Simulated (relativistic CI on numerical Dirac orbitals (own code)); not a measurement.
Computed by Dirac equation for one electron, model QED (radiative potential, 1s self-energy scaled to tabulated hydrogen-like ionisation energies) (own radial code, finite nucleus).

CI space: 1s, 2s, 2p, 3s, 3p, 3d, 4s, 4p, 4d, 4f, 5s, 5p, 5d, 5f, 5g, 6s, 6p, 6d. Levels of other configurations are missing.

Outline of the computed level scheme of Te LII. Lowest level of each configuration: 1s 2S_1/2 at 0.0 eV; 2p 2P°_1/2 at 28532.2 eV; 2s 2S_1/2 at 28538.5 eV; 3p 2P°_1/2 at 33931.8 eV; 3s 2S_1/2 at 33933.7 eV; 3d 2D_3/2 at 34039.9 eV; 4p 2P°_1/2 at 35806.5 eV; 4s 2S_1/2 at 35807.3 eV; 4d 2D_3/2 at 35852.0 eV.

Some strong electric-dipole decays among the lowest 14 levels: 2p 2P°_1/2 → 1s 2S_1/2 (4.7e+15 s⁻¹); 2p 2P°_3/2 → 1s 2S_1/2 (4.4e+15 s⁻¹); 3p 2P°_3/2 → 1s 2S_1/2 (1.2e+15 s⁻¹); 3p 2P°_1/2 → 1s 2S_1/2 (1.2e+15 s⁻¹); 4p 2P°_3/2 → 1s 2S_1/2 (4.9e+14 s⁻¹); 4p 2P°_1/2 → 1s 2S_1/2 (4.7e+14 s⁻¹); 3d 2D_5/2 → 2p 2P°_3/2 (4.7e+14 s⁻¹); 3d 2D_3/2 → 2p 2P°_1/2 (4.2e+14 s⁻¹).
